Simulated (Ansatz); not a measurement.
`OB(O)Br` + H–F → `OB(F)Br` + H₂O at 700 K and 1 bar (ligand exchange at a B–O bond).

Isolated molecules relaxed with PBE0-D4/def2-TZVP in Ansatz; ΔE leaves out vibrations. CCSD(T)/CBS adds triple-zeta CCSD(T) − MP2 to the extrapolated MP2 energy (def2 sets, frozen cores). This one scheme is used for every species. For Br outer-core shells are correlated without core-valence functions, which leaves a few kJ/mol of doubt a bond. Scalar relativity is left out up to krypton. One conformer a species, not always the lowest.

| species | CCSD(T)/CBS energy (Eh) | H − E (kJ/mol) | S (J/(mol·K)) |
| --- | --- | --- | --- |
| `OB(O)Br` | -2749.81643 | 141.5 | 372.8 |
| H–F | -100.39570 | 45.2 | 198.5 |
| `OB(F)Br` | -2773.83630 | 104.3 | 360.4 |
| H₂O | -76.37941 | 80.5 | 218.4 |

H − E and S are ideal-gas, rigid-rotor, harmonic terms from PBE0-D4/def2-TZVP, for one conformer and one mirror image of each species. 1 Eh = 2625.50 kJ/mol, R = 8.31446 J/(mol·K).

By hand: ΔE, ΔH, ΔS and ΔG.

ΔE = (-2773.83630) + (-76.37941) − (-2749.81643) − (-100.39570) = -0.00358 Eh = -9.4 kJ/mol. Δ(H − E) = 104.3 + 80.5 − 141.5 − 45.2 = -1.9, so ΔH = -11.3 kJ/mol. ΔS = 360.4 + 218.4 − 372.8 − 198.5 = 7.5 J/(mol·K). ΔG = -11.3 − 700 × (7.5)/1000 = -16.6 kJ/mol.

By hand: the equilibrium constant, and the temperature at which ΔG would vanish if ΔH and ΔS stayed fixed.

log₁₀ K = −ΔG/(RT ln 10) = 1.2. ΔH and −TΔS have one sign here, so there is no such temperature.

TΔS isn't small against ΔH here. A doubt of 5 kJ/mol in ΔE shifts log₁₀ K by 0.4 here. Other conformers and mirror images would add mixing entropy, several J/(mol·K) or more a flexible species. These are equilibria of isolated gas molecules and say nothing of rates. Largest T1 diagnostic: 0.010 (customary marks: 0.02 for closed shells, 0.045 for open ones).

ΔS is within the doubt of such terms, so its sign, and with it that verdict, could turn.
